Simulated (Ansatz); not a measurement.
`S[SiH]1BO1`: the same geometry under several functionals.

```yaml
crystal:
  periodic: [false, false, false]
  atoms:
    - {symbol: S, position_ang: [-2.056464, -0.135160, 0.421752]}
    - {symbol: Si, position_ang: [-0.010890, 0.369977, 0.242789]}
    - {symbol: B, position_ang: [1.385416, -0.905212, 0.139096]}
    - {symbol: O, position_ang: [0.870759, -0.461173, -1.018552]}
    - {symbol: H, position_ang: [-2.503764, 0.929448, -0.266767]}
    - {symbol: H, position_ang: [0.133570, 1.830485, 0.064435]}
    - {symbol: H, position_ang: [2.242574, -1.696364, 0.371546]}
basis:
  gaussian: {orbitals: def2-TZVPP}
hamiltonian: {xc: {name: B97M-V}}
output: {orbitals: {seedname: orbitals}}
```

```sh
$ ansatz run in.yaml --threads 2 --pin off --events-out ev --progress --plain --max-ram 4352MiB
```

Output, abridged:

```
Functional definition: B97M-V
1069 factors; their error is unknown
mean field evaluation 1: about -21477.3096 eV, gradient 5.4e1 eV
mean field evaluation 2: about -21440.0123 eV, gradient 1.4e2 eV
mean field evaluation 4: about -21482.9460 eV, gradient 7.8e0 eV
mean field evaluation 8: about -21483.0925 eV, gradient 1.7e-1 eV
mean field evaluation 16: about -21483.0687 eV, gradient 2.7e-4 eV
mean field -21483.06867308 eV, -789.4882119887 hartree, gradient 3.6e-5 eV, S^2 0.000000; 0 other end points of the search recorded, 0 dependent functions left out
reference -21483.06873295 eV, -789.4882141890 hartree; 23, 23 occupied and 165, 165 virtual orbitals, 1069 factors
Total energy: -21483.06873295 eV, -789.4882141890 hartree
```

Hardware: 2 threads of an Intel Xeon Platinum 8488C on a shared host. Wall time 8 s, peak host memory 0.29 GiB.

The same input with `hamiltonian: {xc: {name: LC-wPBE}}` (abridged; 2.4 s):

```
Functional definition: LC-wPBE
mean field evaluation 16: about -21480.5551 eV, gradient 1.1e-4 eV
mean field -21480.55510392 eV, -789.3958400258 hartree, gradient 9.1e-6 eV, S^2 0.000000
Total energy: -21480.55510392 eV, -789.3958400260 hartree
```

The same input with `hamiltonian: {xc: {name: B2PLYP}}` (abridged; 6 s):

```
Functional definition: B2PLYP
mean field evaluation 16: about -21473.7458 eV, gradient 1.3e-4 eV
mean field -21473.74584792 eV, -789.1456044832 hartree, gradient 4.3e-6 eV, S^2 0.000000
12 core orbitals not correlated: weight in the atoms' cores, before any rotation towards them, 1.000 or more for the frozen orbitals, at most 0.000 for the correlated occupied ones
second order -20.88296186 eV of doubles, -0.00000000 eV of singles
Total energy: -21479.38440587 eV, -789.3528176661 hartree
```

With the line `hamiltonian: {xc: {name: PBE-QIDH}}` (abridged; 6 s):

```
Functional definition: PBE-QIDH
mean field evaluation 16: about -21466.2999 eV, gradient 1.4e-4 eV
mean field -21466.29988231 eV, -788.8719702942 hartree, gradient 2.1e-6 eV, S^2 0.000000
12 core orbitals not correlated: weight in the atoms' cores, before any rotation towards them, 1.000 or more for the frozen orbitals, at most 0.000 for the correlated occupied ones
second order -19.29013866 eV of doubles, -0.00000000 eV of singles
Total energy: -21472.72994096 eV, -789.1082705913 hartree
```

Changing it to `hamiltonian: {xc: hse06, dispersion: d4}` (abridged; 3 s):

```
Functional definition: HSE06
mean field evaluation 16: about -21477.3140 eV, gradient 6.0e-5 eV
mean field -21477.31401685 eV, -789.2767322731 hartree, gradient 6.0e-5 eV, S^2 0.000000
Total energy: -21477.43865131 eV, -789.2813125047 hartree
```

The same input with `hamiltonian: {xc: {name: BHLYP}, dispersion: d4}` (abridged; 3.3 s):

```
Functional definition: BHLYP
mean field -21486.65558865 eV, -789.6200287048 hartree, gradient 7.2e-5 eV, S^2 0.000000
Total energy: -21486.86716887 eV, -789.6278041342 hartree
```

HSE06 is the plane-wave form, built on full-range PBE exchange.
